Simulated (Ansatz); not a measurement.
Consider the redistribution: `[F][W]([F])([F])(=[S])[Cl]` + `C[Si](F)(Cl)[O][AlH2]` → `[F][W]([F])(=[S])([Cl])[Cl]` + `C[Si](F)(F)[O][AlH2]`.

Program: Ansatz. Geometries: PBE0-D4/def2-TZVP. ΔE: electronic, gas phase. CCSD(T)/CBS adds triple-zeta CCSD(T) − MP2 to the extrapolated MP2 energy (def2 sets, frozen cores). DFT in def2-TZVPP. B3LYP here is the variant with VWN-RPA as its local correlation; programs differ in this. Elements past krypton have def2 core potentials. For W outer-core shells are correlated without core-valence functions, which leaves a few kJ/mol of doubt a bond. Each species was taken in one conformer, which may not be the lowest.

`[F][W]([F])([F])(=[S])[Cl]`:

Z-matrix (Å, degrees):
```
W
F 1 1.853
F 1 1.850 2 84.6
Cl 1 2.270 2 146.7 3 -76.9
F 1 1.850 2 84.6 3 -153.7
S 1 2.090 2 107.4 3 103.1
```

`C[Si](F)(Cl)[O][AlH2]`:

Z-matrix (Å, degrees):
```
C
Si 1 1.838
H 1 1.092 2 110.4
H 1 1.091 2 110.7 3 120.2
H 1 1.093 2 110.1 3 -119.7
F 2 1.592 1 109.3 3 -178.3
Cl 2 2.052 1 110.3 3 -62.0
O 2 1.603 1 112.8 3 60.6
Al 8 1.696 2 157.7 1 -167.9
H 9 1.577 8 118.8 2 -4.9
H 9 1.577 8 116.1 2 175.3
```

`[F][W]([F])(=[S])([Cl])[Cl]`:

Z-matrix (Å, degrees):
```
W
F 1 1.856
S 1 2.088 2 105.9
Cl 1 2.274 2 149.5 3 174.5
F 1 1.856 2 83.2 3 104.6
Cl 1 2.274 2 85.9 3 -104.0
```

`C[Si](F)(F)[O][AlH2]`:

Cartesian coordinates in Å:
```
C -0.607 1.009 1.521
Si 0.442 -0.279 0.738
F 1.976 0.035 1.008
F 0.175 -1.686 1.427
O 0.208 -0.418 -0.838
Al 0.127 -0.747 -2.493
H -0.403 1.989 1.084
H -1.666 0.783 1.378
H -0.411 1.067 2.593
H 1.077 0.074 -3.447
H -0.918 -1.826 -2.972
```

```
             level  ΔE (kcal/mol)
           PBE0-D4           -7.2
          B3LYP-D4           -7.7
SCS-MP2/def2-TZVPP          -11.3
    CCSD/CBS(def2)           -9.1
```

(1) What does CCSD(T)/CBS give? (An estimate is asked.)

Largest T1 diagnostic among the species: 0.021, so the coupled-cluster value is less sure than usual.

## Answers

(1) Computed: -9.5 kcal/mol. The listed levels differ from it by 2.3, 1.8, -1.8, 0.4 kcal/mol.

From PBE to PBE0 (25 % exact exchange), in def2-TZVPP and without D4, ΔE moves by −1.2 kcal/mol. In def2-TZVPP, CCSD(T) changes the Hartree–Fock value by −1.1 kcal/mol (the triples alone add −0.4 kcal/mol) and MP2 by −4.6 kcal/mol.
